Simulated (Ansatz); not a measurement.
Ansatz (an electronic-structure program) input (PBE/6-31G* with LANL2DZ past Ar): The .json file joins the Basis Set Exchange's 6-31G* for atoms up to Ar and LANL2DZ past it.

Ansatz 0.2 input:
```yaml
crystal:
  periodic: [false, false, false]
  atoms:
    - {symbol: Br, position_ang: [1.88109700, -0.80092100, 0.05503700]}
    - {symbol: C, position_ang: [-0.00258700, -0.40796400, 0.02944600]}
    - {symbol: C, position_ang: [-0.97521400, -1.35583600, 0.09928200]}
    - {symbol: C, position_ang: [-2.31096700, -0.82986900, 0.06328600]}
    - {symbol: C, position_ang: [-2.54504100, 0.53151400, -0.03461900]}
    - {symbol: Se, position_ang: [-0.79227100, 1.30412200, -0.09295200]}
    - {symbol: H, position_ang: [-0.74575300, -2.41392900, 0.17530500]}
    - {symbol: H, position_ang: [-3.15258200, -1.52103900, 0.11440300]}
basis:
  gaussian:
    orbitals: 6-31Gs+LANL2DZ.json
hamiltonian:
  xc: {name: PBE}
total_charge: -1
relax: {f_tol: 0.003, max_steps: 120}
```

From the output:

```
these checks for a lower state are left out or cut short: starts, cluster_reference, orbital_swaps, neighbouring_geometries, increment
integrals: 0.03 GiB planned
1022 factors; their error is unknown
mean field: 0.19 GiB planned
mean field -4782.93352815 eV, -175.7695651708 hartree, gradient 2.4e-5 eV, S^2 0.000000; 0 other end points of the search recorded, 0 dependent functions left out
the calculation of the forces begins
reference -4782.93355764 eV, -175.7695662545 hartree; 20, 20 occupied and 60, 60 virtual orbitals, 1022 factors
relax step   5: F+E_penalty+E_count = -4782.93352815 eV  Δ(F+E_penalty+E_count) = -1.165e-3 eV  max|allowed force component| = 1.025e-1 eV/Å  Δτ_max = 0.0083 Å  (35 SCF iters, accepted)
these checks for a lower state are left out or cut short: starts, cluster_reference, orbital_swaps, neighbouring_geometries, increment
integrals: 0.03 GiB planned
1022 factors; their error is unknown
mean field: 0.19 GiB planned
mean field -4782.93397984 eV, -175.7695817700 hartree, gradient 2.4e-5 eV, S^2 0.000000; 0 other end points of the search recorded, 0 dependent functions left out
the calculation of the forces begins
reference -4782.93400934 eV, -175.7695828540 hartree; 20, 20 occupied and 60, 60 virtual orbitals, 1022 factors
relax step   6: F+E_penalty+E_count = -4782.93397984 eV  Δ(F+E_penalty+E_count) = -4.517e-4 eV  max|allowed force component| = 2.356e-2 eV/Å  Δτ_max = 0.0046 Å  (36 SCF iters, accepted)
these checks for a lower state are left out or cut short: starts, cluster_reference, orbital_swaps, neighbouring_geometries, increment
integrals: 0.03 GiB planned
1022 factors; their error is unknown
mean field: 0.20 GiB planned
mean field evaluation 64: about -4782.9340 eV, gradient 2.4e-5 eV
mean field -4782.93399837 eV, -175.7695824511 hartree, gradient 2.4e-5 eV, S^2 0.000000; 0 other end points of the search recorded, 0 dependent functions left out
the calculation of the forces begins
reference -4782.93402787 eV, -175.7695835351 hartree; 20, 20 occupied and 60, 60 virtual orbitals, 1022 factors
relax step   7: F+E_penalty+E_count = -4782.93399837 eV  Δ(F+E_penalty+E_count) = -1.853e-5 eV  max|allowed force component| = 1.142e-2 eV/Å  Δτ_max = 0.0019 Å  (37 SCF iters, accepted)
these checks for a lower state are left out or cut short: starts, cluster_reference, orbital_swaps, neighbouring_geometries, increment
integrals: 0.03 GiB planned
1022 factors; their error is unknown
mean field: 0.20 GiB planned
mean field -4782.93401147 eV, -175.7695829324 hartree, gradient 2.4e-5 eV, S^2 0.000000; 0 other end points of the search recorded, 0 dependent functions left out
the calculation of the forces begins
reference -4782.93404097 eV, -175.7695840164 hartree; 20, 20 occupied and 60, 60 virtual orbitals, 1022 factors
relax step   8: F+E_penalty+E_count = -4782.93401147 eV  Δ(F+E_penalty+E_count) = -1.310e-5 eV  max|allowed force component| = 2.116e-3 eV/Å  Δτ_max = 0.0008 Å  (36 SCF iters, accepted)
integrals: 0.03 GiB planned
1022 factors; their error is unknown
mean field: 0.20 GiB planned
mean field evaluation 96: about -4782.9340 eV, gradient 1.3e-5 eV
mean field -4782.93401147 eV, -175.7695829324 hartree, gradient 2.4e-5 eV, S^2 0.000000; 1 other end points of the search recorded, 0 dependent functions left out
the calculation of the forces begins
reference -4782.93404097 eV, -175.7695840164 hartree; 20, 20 occupied and 60, 60 virtual orbitals, 1022 factors
Total energy: -4782.93404097 eV, -175.7695840164 hartree
Atom 0 at     1.963243    -0.848317     0.058353 Å, force     0.000210     0.000095    -0.000024 eV/Å
Atom 1 at    -0.005852    -0.391210     0.028246 Å, force     0.000598     0.000917    -0.000175 eV/Å
Atom 2 at    -0.981086    -1.357271     0.099373 Å, force    -0.000886    -0.001286     0.000305 eV/Å
Atom 3 at    -2.323799    -0.834282     0.063628 Å, force     0.000742    -0.001309    -0.000019 eV/Å
Atom 4 at    -2.595524     0.536190    -0.034881 Å, force    -0.000344     0.002116    -0.000125 eV/Å
Atom 5 at    -0.795422     1.360508    -0.097027 Å, force    -0.000574    -0.000350     0.000063 eV/Å
Atom 6 at    -0.730188    -2.423435     0.175955 Å, force     0.000789    -0.000710     0.000033 eV/Å
Atom 7 at    -3.174690    -1.536105     0.115541 Å, force    -0.000535     0.000527    -0.000058 eV/Å
Dipole moment:     1.013301    -0.268600     0.017893 e Å
```

The dipole moment of an ion depends on the origin.

The geometry given is a B3LYP-D3(BJ)/def2-TZVP minimum.
